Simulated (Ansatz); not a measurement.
Ansatz (a quantum-chemistry and plane-wave program) input (RI-MP2/aug-cc-pV(T+d)Z):
A basis named .json is the Basis Set Exchange file of that set.

Ansatz 0.2 input:
```yaml
crystal:
  periodic: [false, false, false]
  atoms:
    - {symbol: Si, position_ang: [2.17303550, -0.43987468, -0.60008296]}
    - {symbol: C, position_ang: [0.34599226, 0.00431866, -0.68913542]}
    - {symbol: C, position_ang: [-0.34599226, -0.00431866, 0.68913542]}
    - {symbol: Si, position_ang: [-2.17303550, 0.43987468, 0.60008296]}
    - {symbol: H, position_ang: [2.88565018, 0.52708311, 0.27143544]}
    - {symbol: H, position_ang: [2.79845690, -0.41956030, -1.94562762]}
    - {symbol: H, position_ang: [2.33503810, -1.79601920, -0.01956715]}
    - {symbol: H, position_ang: [0.25068931, 0.98950968, -1.15623203]}
    - {symbol: H, position_ang: [-0.14914387, -0.69743728, -1.36754685]}
    - {symbol: H, position_ang: [-0.25068931, -0.98950968, 1.15623203]}
    - {symbol: H, position_ang: [0.14914387, 0.69743728, 1.36754685]}
    - {symbol: H, position_ang: [-2.33503810, 1.79601920, 0.01956715]}
    - {symbol: H, position_ang: [-2.79845690, 0.41956030, 1.94562762]}
    - {symbol: H, position_ang: [-2.88565018, -0.52708311, -0.27143544]}
basis:
  gaussian:
    orbitals: aug-cc-pV_T+d_Z.json
    fitting: {mean_field: def2-universal-jkfit, correlation: aug-cc-pVTZ-RIFIT.json}
magnetization: {spin_polarized: true, initial_magnetization: 2}
correlation: {method: mp2, electrons: outside_noble_gas}
```

End of the output:

```
integrals: 0.94 GiB planned
586 factors; integrals over basis functions are off by at most 1.1e0 eV
0.91 GiB of device memory are held for the factors and their scratch space
mean field: 1.95 GiB planned
mean field evaluation 1: about -17934.0615 eV, gradient 2.2e1 eV
mean field evaluation 2: about -17937.2373 eV, gradient 1.0e1 eV
mean field evaluation 4: about -17938.1625 eV, gradient 1.1e0 eV
mean field evaluation 8: about -17938.2899 eV, gradient 4.2e-4 eV
mean field evaluation 16: about -17938.2899 eV, gradient 1.4e-3 eV
mean field evaluation 32: about -17934.0615 eV, gradient 2.2e1 eV
mean field evaluation 64: about -17938.2901 eV, gradient 7.5e-1 eV
mean field evaluation 96: about -17937.5210 eV, gradient 4.4e0 eV
mean field evaluation 128: about -17938.2813 eV, gradient 9.8e-1 eV
mean field evaluation 160: about -17938.2757 eV, gradient 3.0e-1 eV
mean field -17938.30311295 eV, -659.2204803822 hartree, gradient 6.1e-6 eV, S^2 2.017094; 21 other end points of the search recorded, 0 dependent functions left out
12 core orbitals not correlated
966 factors; their error is unknown
reference -17938.30311295 eV, -659.2204803822 hartree; 14, 12 occupied and 406, 408 virtual orbitals, 966 factors
second order -16.84810598 eV of doubles, -0.00000000 eV of singles
Total energy: -17955.15121892 eV, -659.8396368568 hartree
```

This state (charge 0, triplet) is run at the relaxed geometry of the species with charge 0 and multiplicity 1, and is a spin state other than that species' own.
